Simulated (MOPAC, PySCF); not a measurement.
Bond stretch in SMILES [OH2+][Al-]([F])([F])[F]. The Al2–O5 bond (Al2 also carries F, F, F; O5 carries H, H) is varied alone, starting from the PBE0/def2-TZVP optimised geometry.

- UKS-wB97X-V = unrestricted wB97X-V/cc-pVDZ (PySCF 2.14.0)
- PM3, restricted, heats of formation (MOPAC)
- UKS-LDA (SVWN5) = unrestricted LDA (SVWN5)/cc-pVDZ (PySCF)
- RKS-BP86/6-31G* = restricted BP86/6-31G*, spherical d run with PySCF

Energies are in eV, each relative to the lowest point of its own curve near equilibrium.

```tsv
R / Å	UKS-wB97X-V	PM3	UKS-LDA (SVWN5)	RKS-BP86/6-31G*
1.54	1.825	1.981	1.588	1.803
1.65	0.803	0.793	0.651	0.804
1.74	0.343	0.257	0.248	0.353
1.81	0.142	0.057	0.084	0.153
1.87	0.047	0.000	0.017	0.056
1.92	0.009	0.010	0.000	0.014
1.96	0.000	0.044	0.006	0.000
2.02	0.014	0.118	0.041	0.005
2.10	0.069	0.227	0.121	0.046
2.21	0.187	0.342	0.268	0.143
2.37	0.397	0.436	0.510	0.318
2.59	0.686	0.702	0.834	0.562
2.87	0.996	—	1.176	0.826
3.14	1.223	—	1.425	1.022
3.49	1.434	—	1.656	1.201
3.87	1.587	—	1.823	1.325
4.19	1.674	—	1.916	1.392
4.76	1.767	—	2.014	1.466
5.22	1.806	—	2.055	1.501
5.83	1.834	—	2.082	1.528
6.76	1.854	—	2.100	1.547
```

At the longest distance, 6.76 Å, UKS-LDA (SVWN5) lies highest above its minimum (2.100 eV) and RKS-BP86/6-31G* lowest (1.547 eV).

A dash means that the run gave no value there, or that the column was ended at a point which the program doubted or which failed a test of continuity chosen for this set; such a test can also cut sound points.
